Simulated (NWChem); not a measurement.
All runs are NWChem calculations. System: H2Be, charge 0, spin multiplicity 1, at a geometry optimised with PBE/def2-SVP. The structure started from a generated list of species. Level: CCSD(T)/def2-TZVP, 1 core orbitals frozen.

NWChem printed:

```
             Northwest Computational Chemistry Package (NWChem) 7.3.0
             --------------------------------------------------------

                                NWChem Input Module
                                -------------------

 Scaling coordinates for geometry "geometry" by  1.889725989
 (inverse scale =  0.529177249)

 Turning off AUTOSYM since
 SYMMETRY directive was detected!

                             Geometry "geometry" -> ""
                             -------------------------

 Output coordinates in angstroms (scale by  1.889725989 to convert to a.u.)

  No.       Tag          Charge          X              Y              Z
 ---- ---------------- ---------- -------------- -------------- --------------
    1 Be                   4.0000     0.00000000     0.00000000     0.00000000
    2 H                    1.0000     0.00000000     0.00000000     1.34424800
    3 H                    1.0000     0.00000000     0.00000000    -1.34424800

 Effective nuclear repulsion energy (a.u.)       3.3461136758

            Nuclear Dipole moment (a.u.)
            ----------------------------
        X                 Y               Z
 ---------------- ---------------- ----------------
     0.0000000000     0.0000000000     0.0000000000

      Symmetry information
      --------------------

 Group name             D2h
 Group number             26
 Group order               8
 No. of unique centers     2

      Symmetry unique atoms

     1    2


 Summary of "ao basis" -> "" (spherical)
 ------------------------------------------------------------------------------
       Tag                 Description            Shells   Functions and Types
 ---------------- ------------------------------  ------  ---------------------
 *                         def2-tzvp                  on all atoms

 Summary of "ao basis" -> "ao basis" (spherical)
 ------------------------------------------------------------------------------
       Tag                 Description            Shells   Functions and Types
 ---------------- ------------------------------  ------  ---------------------
 Be                        def2-tzvp                 9       19   5s3p1d
 H                         def2-tzvp                 4        6   3s1p

                                 NWChem SCF Module
                                 -----------------

  ao basis        = "ao basis"
  functions       =    31
  atoms           =     3
  closed shells   =     3
  open shells     =     0
  charge          =   0.00
  wavefunction    = RHF
  use symmetry    = T
  symmetry adapt  = T

 Summary of "ao basis" -> "ao basis" (spherical)
 ------------------------------------------------------------------------------
       Tag                 Description            Shells   Functions and Types
 ---------------- ------------------------------  ------  ---------------------
 Be                        def2-tzvp                 9       19   5s3p1d
 H                         def2-tzvp                 4        6   3s1p

      Symmetry analysis of basis
      --------------------------

        ag         11
        au          0
        b1g         1
        b1u         7
        b2g         2
        b2u         4
        b3g         2
        b3u         4

 Forming initial guess at       0.1s

      Superposition of Atomic Density Guess
      -------------------------------------

 Sum of atomic energies:         -15.57219827

      Non-variational initial energy
      ------------------------------

 Total energy =     -15.620100
 1-e energy   =     -26.494031
 2-e energy   =       7.527817
 HOMO         =      -0.351406
 LUMO         =       0.036120

      Symmetry analysis of molecular orbitals - initial
      -------------------------------------------------

 !! scf_movecs_sym_adapt:   14 vectors were symmetry contaminated

  Symmetry fudging

 !! scf_movecs_sym_adapt:   12 vectors were symmetry contaminated

  Numbering of irreducible representations:

     1 ag          2 au          3 b1g         4 b1u         5 b2g
     6 b2u         7 b3g         8 b3u

  Orbital symmetries:

     1 ag          2 ag          3 b1u         4 b3u         5 b2u
     6 ag          7 ag          8 b1u         9 b3u        10 b2u
[...]
 number of shells      17
 basis label          566

   ***** ccsd parameters *****
   iprt   =     0
   convi  =  0.100E-05
   maxit  =    60
   mxvec  =     5
 memory            104854436
  Using  1 OpenMP thread(s) in CCSD
  IO offset    20.000000000000000
  IO error message >End of File
  file_read_ga: failing reading from ./mol.t2
  Failed reading restart vector from ./mol.t2
  Using MP2 initial guess vector

-------------------------------------------------------------------------
 iter     correlation     delta       rms       T2     Non-T2      Main
             energy      energy      error      ampl     ampl      Block
                                                time     time      time
-------------------------------------------------------------------------
   1     -0.0625320974 -6.253D-02  3.830D-02     0.26     0.00     0.25
   2     -0.0656785440 -3.146D-03  7.259D-03     0.27     0.00     0.26
   3     -0.0670768442 -1.398D-03  1.551D-03     0.27     0.00     0.26
   4     -0.0671389091 -6.206D-05  3.677D-04     0.26     0.00     0.25
   5     -0.0671559416 -1.703D-05  3.690D-04     0.27     0.00     0.26
   6     -0.0671482691  7.672D-06  2.958D-05     0.28     0.00     0.27
   7     -0.0671480760  1.931D-07  9.649D-06     0.28     0.00     0.27
   8     -0.0671482271 -1.512D-07  5.439D-06     0.27     0.00     0.26
   9     -0.0671482654 -3.826D-08  2.055D-07     0.27     0.00     0.26
                  *************converged*************
-------------------------------------------------------------------------

 -----------
 CCSD Energy
 -----------
 Reference energy:             -15.769376989547517
 CCSD corr. energy:             -0.067148265391586
 Total CCSD energy:            -15.836525254939103

 --------------------------------
 Spin Component Scaled (SCS) CCSD
 --------------------------------
 Same spin contribution:                 -0.001618885265710
 Same spin scaling factor:                1.130000000000000
 Opposite spin contribution:             -0.065529380125876
 Opposite spin scaling fact.:             1.270000000000000
 SCS-CCSD correlation energy:            -0.085051653110114
 Total SCS-CCSD energy:                 -15.854428642657631
 memory            104854436

*********triples calculation*********

nkpass=    1; nvpass=    1; memdrv=          14364; memtrn=         419706; memavail=      104854364
 memory available/node                      104854364
 total number of virtual orbitals        28
 number of virtuals per integral pass    28
 number of integral evaluations           1
 number of occupied per triples pass      2
 number of triples passes                 1

 commencing integral evaluation        1 at           2.58
  symmetry use  T
task         2 out of       153 done   1%  at       0.0 secs
task         8 out of       153 done   5%  at       0.0 secs
task        16 out of       153 done  10%  at       0.0 secs
task        23 out of       153 done  15%  at       0.0 secs
task        31 out of       153 done  20%  at       0.1 secs
task        41 out of       153 done  26%  at       0.1 secs
task        47 out of       153 done  30%  at       0.1 secs
task        54 out of       153 done  35%  at       0.1 secs
task        66 out of       153 done  43%  at       0.1 secs
task        71 out of       153 done  46%  at       0.1 secs
task        77 out of       153 done  50%  at       0.1 secs
task        85 out of       153 done  55%  at       0.1 secs
task        92 out of       153 done  60%  at       0.1 secs
task       100 out of       153 done  65%  at       0.1 secs
task       108 out of       153 done  70%  at       0.1 secs
task       116 out of       153 done  75%  at       0.1 secs
task       123 out of       153 done  80%  at       0.1 secs
task       131 out of       153 done  85%  at       0.1 secs
task       138 out of       153 done  90%  at       0.1 secs
task       147 out of       153 done  96%  at       0.2 secs
task       153 out of       153 done 100%  at       0.2 secs
 commencing triples evaluation - blocking       1
 ccsd(t): done        1 out of       28 progress:    3.6%
 ccsd(t): done        2 out of       28 progress:    7.1%
 ccsd(t): done        3 out of       28 progress:   10.7%
 ccsd(t): done        4 out of       28 progress:   14.3%
 ccsd(t): done        5 out of       28 progress:   17.9%
 ccsd(t): done        6 out of       28 progress:   21.4%
 ccsd(t): done        7 out of       28 progress:   25.0%
 ccsd(t): done        8 out of       28 progress:   28.6%
 ccsd(t): done        9 out of       28 progress:   32.1%
 ccsd(t): done       10 out of       28 progress:   35.7%
 ccsd(t): done       11 out of       28 progress:   39.3%
 ccsd(t): done       12 out of       28 progress:   42.9%
 ccsd(t): done       13 out of       28 progress:   46.4%
 ccsd(t): done       14 out of       28 progress:   50.0%
 ccsd(t): done       15 out of       28 progress:   53.6%
 ccsd(t): done       16 out of       28 progress:   57.1%
 ccsd(t): done       17 out of       28 progress:   60.7%
 ccsd(t): done       18 out of       28 progress:   64.3%
 ccsd(t): done       19 out of       28 progress:   67.9%
 ccsd(t): done       20 out of       28 progress:   71.4%
 ccsd(t): done       21 out of       28 progress:   75.0%
 ccsd(t): done       22 out of       28 progress:   78.6%
 ccsd(t): done       23 out of       28 progress:   82.1%
 ccsd(t): done       24 out of       28 progress:   85.7%
 ccsd(t): done       25 out of       28 progress:   89.3%
 ccsd(t): done       26 out of       28 progress:   92.9%
 ccsd(t): done       27 out of       28 progress:   96.4%
 ccsd(t): done       28 out of       28 progress:  100.0%
 Time for integral evaluation pass     1        0.17
 Time for triples evaluation pass      1        0.01

 pseudo-e(mp4)  -0.43872870437255E-03
 pseudo-e(mp5)   0.33780529388811E-06
        e(t)    -0.43839089907866E-03

 --------------
 CCSD(T) Energy
 --------------
 Reference energy:                     -15.769376989547517

 CCSD corr. energy:                     -0.067148265391586
 T(CCSD) corr. energy:                  -0.000438728704373
 Total CCSD+T(CCSD) energy:            -15.836963983643475

 CCSD corr. energy:                     -0.067148265391586
 (T) corr. energy:                      -0.000438390899079
 Total CCSD(T) energy:                 -15.836963645838182

 routine      calls  cpu(0)   cpu-min  cpu-ave  cpu-max   i/o
 aoccsd          1     0.00     0.00     0.00     0.00    0.00
 iterdrv         1     0.00     0.00     0.00     0.00    0.00
 pampt           9     0.01     0.01     0.01     0.01    0.00
 t2pm            9     0.02     0.02     0.02     0.02    0.00
 sxy             9     0.06     0.06     0.06     0.06    0.00
 ints       210663     2.04     2.04     2.04     2.04    0.00
 t2eri        1377     0.09     0.09     0.09     0.09    0.00
 idx2         1377     0.04     0.04     0.04     0.04    0.00
 idx34           9     0.00     0.00     0.00     0.00    0.00
 ht2pm           9     0.02     0.02     0.02     0.02    0.00
 itm             9     0.03     0.03     0.03     0.03    0.00
 pdiis           9     0.01     0.01     0.01     0.01    0.00
 triples         1     0.00     0.00     0.00     0.00    0.00
 rdtrpo          1     0.00     0.00     0.00     0.00    0.00
 trpmos          1     0.17     0.17     0.17     0.17    0.00
 trpdrv          1     0.00     0.00     0.00     0.00    0.00
 dovvv         336     0.00     0.00     0.00     0.00    0.00
 doooo         336     0.00     0.00     0.00     0.00    0.00
 tengy         224     0.00     0.00     0.00     0.00    0.00
 Total                 2.49     2.49     2.49     2.49    0.00

 Task  times  cpu:        2.9s     wall:        2.9s

 Total times  cpu:        3.0s     wall:        3.0s
```

**Question.** Write an NWChem input that would produce this output.

**Answer.** This is not unique; one that fits is 
```
start mol
memory heap 100 mb stack 700 mb global 1900 mb
geometry units angstroms nocenter noautoz
  Be     0.000000     0.000000     0.000000
  H      0.000000     0.000000     1.344248
  H      0.000000     0.000000    -1.344248
  symmetry group D2h
end
basis spherical
  * library def2-tzvp
end
scf
  rhf
  nopen 0
  maxiter 100
  thresh 1e-7
  semidirect memsize 60000000 filesize 0
end
ccsd
  freeze core 1
  maxiter 60
end
task ccsd(t) energy
```
